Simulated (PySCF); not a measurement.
Bond length, frequency and bond energy of Rb₂⁺ by level of theory

State: doublet, unpaired electrons σ ↑. Set-up: Rb def2-SVPD with ECP28; scalar-relativistic core potentials (PySCF 2.14). De refers to Rb⁺ + Rb in their ground configurations, without counterpoise correction. The functionals are run spin-unrestricted.

| Level | Re (Å) | ωe (cm⁻¹) | De (eV) | CPU s a point (SCF and correlation, without the integrals) |
| --- | --- | --- | --- | --- |
| UHF | 5.292 | 38.0 | 0.67 | 0.17 |
| UHF-MP2 | 5.054 | 39.1 | 0.65 | 0.36 |
| UHF-SCS-MP2 | 5.100 | 38.9 | 0.66 | n/a |
| UHF-CCSD | 5.046 | 39.2 | 0.65 | n/a |
| UHF-CCSD(T) | 5.040 | 39.2 | 0.65 | 21 |
| PBE | 5.082 | 34.5 | 0.78 | 0.64 |
| PBEsol | 5.002 | 36.1 | 0.76 | 0.42 |
| r²SCAN | 5.023 | 38.6 | 0.70 | 0.95 |
| B3LYP | 5.022 | 35.7 | 0.72 | 0.78 |
| PBE0 | 5.065 | 37.1 | 0.75 | 1.1 |
| BHandHLYP | 5.018 | 37.8 | 0.70 | 0.54 |

Problem. Which functional lies closest to UHF-CCSD(T) in De, which farthest, and by how much do they differ from it?

Solution. Closest is r²SCAN (-1.7 pm in Re, -1.5 % in ωe, +0.05 eV in De against UHF-CCSD(T) in the same basis), farthest PBE (+4.2 pm in Re, -12.0 % in ωe, +0.13 eV in De). CCSD(T) converges more slowly with the basis than the functionals do and binds too weakly in this one, so the order can change at the basis-set limit.

Problem. What does a quarter of exact exchange do here, going from PBE to PBE0?

Solution. PBE0 less PBE: -1.7 pm in Re, +7.5 % in ωe, -0.03 eV in De. Exact exchange removes part of the self-interaction that spreads semilocal densities, and in most molecules shortens and stiffens the bond and lowers De; so it does here.

Problem. What does the step from GGA to meta-GGA do here, going from PBE to r²SCAN?

Solution. r²SCAN less PBE: -5.9 pm in Re, +11.9 % in ωe, -0.08 eV in De. 

Correlated steps freeze no core orbitals. Correlated levels converge slowly with the basis: in double zeta they bind strong bonds too weakly, by up to about 1 eV, and carry superposition errors of some tenths. Spin–orbit coupling is left out. The state was picked by a PBE0 search and need not be the measured ground state.

The whole job (state search and all levels along the bond) took about 3.9 min on 1 thread of Arm Neoverse N1 (shared host), peak memory 0.77 GiB.
